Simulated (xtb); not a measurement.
Si(H)(OMe) (CH4OSi), SMILES [SiH]OC (connectivity only; charge and spin as stated), neutral, multiplicity 1. All values are semi-empirical tight-binding results from xtb (GFN2-xTB unless named), good for trends rather than for accurate numbers. Geometry optimised at GFN2-xTB.

Optimised geometry:

```xyz
7

Si    -0.0130     1.2033     0.0000
H     -1.5038     1.0358     0.0000
O      0.4787    -0.3423     0.0000
C     -0.1827    -1.5713     0.0000
H      0.1113    -2.1340     0.8895
H      0.1113    -2.1340    -0.8895
H     -1.2703    -1.4481     0.0000
```
Charge 0, spin multiplicity 1.

Computed properties:
The point group as xtb finds it is Cs, the orbital gap is 2.75 eV and the dipole moment is 1.70 D. The zero-point energy comes out as 29.5 kcal/mol and the G − E(el) at 298.15 K (modified RRHO) comes out as 12.7 kcal/mol. The static polarisability (D4 model) comes out as 53.1 bohr³ and the solvation energy, GFN2-xTB/ALPB(water) is 1.6 kcal/mol. The solvation energy, GFN2-xTB/ALPB(benzene) is -0.8 kcal/mol.

Computed atomic charges and the Wiberg bond orders between heavy atoms:
charges (e) Si1 0.37, H2 -0.13, O3 -0.38, C4 0.05, H5 0.03, H6 0.03, H7 0.02. Bond orders Si1–O3 1.21, O3–C4 0.99.
